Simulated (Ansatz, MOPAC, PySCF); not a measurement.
Noncovalent pair: CH4 (SMILES C) (first 5 atoms) with N2 (SMILES N#N); geometry from B3LYP-D3(BJ)/def2-TZVP, rigid monomers moved along the line of their centres of mass till C1···N6 is 4.16 Å.
(charge 0, multiplicity 1):
```json
[
 {"atom": "C", "x (Å)": "0.0247", "y (Å)": "-0.0491", "z (Å)": "-0.0808"},
 {"atom": "H", "x (Å)": "0.9642", "y (Å)": "0.3952", "z (Å)": "0.2449"},
 {"atom": "H", "x (Å)": "-0.0788", "y (Å)": "-1.0406", "z (Å)": "0.3579"},
 {"atom": "H", "x (Å)": "-0.8043", "y (Å)": "0.5791", "z (Å)": "0.2420"},
 {"atom": "H", "x (Å)": "0.0184", "y (Å)": "-0.1295", "z (Å)": "-1.1668"},
 {"atom": "N", "x (Å)": "0.0570", "y (Å)": "-0.3805", "z (Å)": "4.0612"},
 {"atom": "N", "x (Å)": "-0.2074", "y (Å)": "0.6772", "z (Å)": "4.0256"}
]
```

Monomers are frozen at their geometry in the pair; levels with a basis set take the counterpoise correction. Rows marked so take none.

Cores are frozen in the correlated methods. CBS: X⁻³ extrapolation of the correlation energy, Hartree–Fock from the larger set. Rows in 6-31G* carry no dispersion term and start afresh at each structure (6-31G* with six Cartesian d functions). The state reached by AM1, PM6, PM7 isn't checked; PM7 holds dispersion and hydrogen-bond terms.

Codes used: Ansatz (a first-principles code) with Gaussian orbitals; MOPAC for AM1, PM6, PM7 (differences of heats of formation); PySCF for 6-31G* rows, the dispersion terms. 

Other levels give for the interaction energy: PBE/def2-TZVPPD -0.16; B3LYP/def2-TZVPPD 0.12; B3LYP-D3(BJ)/def2-TZVPPD -0.28; wB97M-V/def2-TZVPPD -0.29; CCSD(T)/CBS(aug-cc-pVDZ, aug-cc-pVTZ) -0.31 kcal/mol.

Common cheap choices:

```tsv
level	interaction energy (kcal/mol)	less -0.31 (CCSD(T)/CBS(aug-cc-pVDZ, aug-cc-pVTZ))
AM1	0.12	0.43
PM6	-0.13	0.17
PM7	-0.48	-0.18
HF/6-31G*	0.03	0.34
HF/6-31G* (no counterpoise)	-0.08	0.23
BP86/6-31G* (no counterpoise)	0.15	0.45
B3LYP/6-31G*	0.10	0.40
M06-2X/6-31G* (no counterpoise)	-0.39	-0.08
```
